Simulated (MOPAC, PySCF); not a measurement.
Breaking a bond: C₂, singlet.

- PM6, restricted, heats of formation (MOPAC)
- RHF/3-21G = restricted Hartree-Fock/3-21G (PySCF 2.14.0)
- RMP2/3-21G = restricted MP2 (frozen core)/3-21G (PySCF)
- UCCSD(T) = CCSD(T) on UHF/6-31G, 2 core orbitals frozen run with PySCF

Energies relative to the lowest point of each curve near equilibrium, in mEh; the last columns give the difference from UCCSD(T):

| R / Å | PM6 | RHF/3-21G | RMP2/3-21G | UCCSD(T) | PM6 − UCCSD(T) | RHF/3-21G − UCCSD(T) | RMP2/3-21G − UCCSD(T) |
|---|---|---|---|---|---|---|---|
| 0.92 | 225.2 | 340.4 | 376.9 | 360.6 | -135.4 | -20.2 | 16.3 |
| 1.01 | 70.2 | 147.3 | 169.3 | 160.1 | -89.9 | -12.8 | 9.2 |
| 1.05 | 33.7 | 94.2 | 110.9 | 104.1 | -70.3 | -9.9 | 6.8 |
| 1.13 | 1.5 | 29.5 | 37.8 | 34.5 | -32.9 | -5.0 | 3.3 |
| 1.16 | 0.0 | 16.1 | 21.9 | 19.6 | -19.6 | -3.5 | 2.3 |
| 1.21 | 6.7 | 3.3 | 5.9 | 4.8 | 1.9 | -1.4 | 1.1 |
| 1.25 | 15.2 | 0.0 | 0.5 | 0.1 | 15.1 | -0.1 | 0.4 |
| 1.28 | 20.4 | 0.6 | 0.0 | 0.0 | 20.4 | 0.6 | 0.0 |
| 1.33 | 34.6 | 6.1 | 4.2 | 4.7 | 29.9 | 1.4 | -0.5 |
| 1.36 | 50.4 | 11.5 | 9.1 | 9.8 | 40.6 | 1.7 | -0.7 |
| 1.44 | 96.1 | 30.9 | 27.9 | 29.1 | 67.0 | 1.8 | -1.2 |
| 1.53 | 149.2 | 57.6 | 54.2 | 56.2 | 93.0 | 1.4 | -2.0 |
| 1.70 | 160.9 | 111.4 | 103.5 | 107.7 | 53.2 | 3.7 | -4.2 |
| 1.88 | 219.8 | 165.8 | 143.3 | 120.6 | 99.2 | 45.3 | 22.8 |
| 2.07 | 278.1 | 217.7 | 168.0 | — | — | — | — |
| 2.24 | 324.0 | 258.8 | 175.7 | — | — | — | — |
| 2.52 | 385.5 | 315.3 | 162.3 | — | — | — | — |
| 2.73 | 420.8 | 349.3 | 134.4 | — | — | — | — |
| 3.02 | 457.3 | 386.1 | 76.9 | — | — | — | — |
| 3.33 | 484.6 | 415.1 | -1.4 | — | — | — | — |
| 3.70 | 507.0 | 439.5 | -108.0 | — | — | — | — |
| 4.34 | 531.7 | 466.2 | -306.6 | — | — | — | — |
| 5.03 | 548.8 | 483.7 | -526.7 | — | — | — | — |

PM6 is furthest from UCCSD(T) at 0.92 (-135.4 mEh, below); its mean absolute difference over the points is 54.9 mEh.

RHF/3-21G is furthest from UCCSD(T) at 1.88 (45.3 mEh, above); its mean absolute difference over the points is 7.8 mEh.

RMP2/3-21G is furthest from UCCSD(T) at 1.88 (22.8 mEh, above); its mean absolute difference over the points is 5.1 mEh.

Dashes: no converged value, or the column stops at the first point that the program doubted or that broke a chosen test of continuity, which isn't proof of a fault.

The restricted form behind PM6, RHF/3-21G, RMP2/3-21G keeps the bonding electrons paired and can't separate into open-shell fragments. The unrestricted solution behind UCCSD(T) changes between 1.70 and 1.88 Å, which can leave a kink. The unrestricted determinant behind UCCSD(T) is spin-contaminated at 0.92 to 5.03 Å (<S²> up to 2.5, against 0.00 for a pure singlet).
